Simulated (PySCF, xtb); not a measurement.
Ga(H)(Cl)(OH) (ClGaH2O), SMILES [GaH]([Cl])[OH].

GFN2-xTB (xtb 6.7.1) at its own geometry gives an orbital gap of 5.05 eV and a dipole moment of 2.40 D.

The structure is a stationary point at PBE0-D3(BJ)/def2-TZVP. One conformer was computed; it need not be the lowest.

### Question
What does PBE0/def2-TZVPD run with PySCF give? (Estimate from the structure and the level; the computed values follow.)

### Answer
gap 7.68 eV (levels -8.90 and -1.22 eV), dipole 2.94 D.
